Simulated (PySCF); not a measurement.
# `[SiH3][As]([SiH3])[SiH3]`, AsH9Si3

Geometry:
| atom | x (Å) | y (Å) | z (Å) |
| --- | --- | --- | --- |
| Si1 | -0.755 | 1.788 | -0.488 |
| As2 | 0.246 | -0.216 | -1.087 |
| Si3 | 1.980 | -0.186 | 0.451 |
| Si4 | -1.178 | -1.646 | 0.057 |
| H5 | 0.089 | 2.918 | -0.900 |
| H6 | -1.014 | 1.951 | 0.952 |
| H7 | -2.047 | 1.932 | -1.172 |
| H8 | 2.963 | 0.844 | 0.087 |
| H9 | 2.679 | -1.478 | 0.453 |
| H10 | 1.580 | 0.083 | 1.842 |
| H11 | -0.643 | -3.015 | 0.038 |
| H12 | -2.493 | -1.678 | -0.598 |
| H13 | -1.411 | -1.297 | 1.468 |

Theory: GIAO wB97X-D/6-31G* magnetisability, rotational g tensor and spin-rotation constants, non-relativistic, gas phase (PySCF 2.14.0). Geometry: GFN2-xTB.

The calculation is non-relativistic, which matters for the atoms heavier than Zn.

Q: Give the nuclear spin-rotation constants along the inertial axes (H = +C I·J) beside the isotropic shieldings.

A: Rotational constants 1.8844, 1.8837, 1.2317 GHz. A star marks the isotopologue with that one atom substituted, in its own axes.
```tsv
atom	isotope	Caa (kHz)	Cbb (kHz)	Ccc (kHz)	mean (kHz)	σ (ppm)
As2	75As	1.092	1.091	0.895	1.026	2274.6
H5	1H	-0.061	-0.061	-0.113	-0.078	28.3
H6	1H	-0.180	-0.179	0.041	-0.106	28.3
H7	1H	-0.061	-0.061	-0.113	-0.078	28.3
H8	1H	-0.061	-0.061	-0.113	-0.078	28.3
H9	1H	-0.061	-0.061	-0.113	-0.078	28.3
H10	1H	-0.180	-0.180	0.041	-0.106	28.3
H11	1H	-0.061	-0.061	-0.113	-0.078	28.3
H12	1H	-0.061	-0.061	-0.113	-0.078	28.3
H13	1H	-0.179	-0.179	0.041	-0.106	28.3
Si1	29Si*	-0.874	-0.991	-0.596	-0.821	464.6
```
Where two moments of inertia are equal or nearly so, the constants along those axes are given as their average.
For the geometry as given, no vibrational averaging.
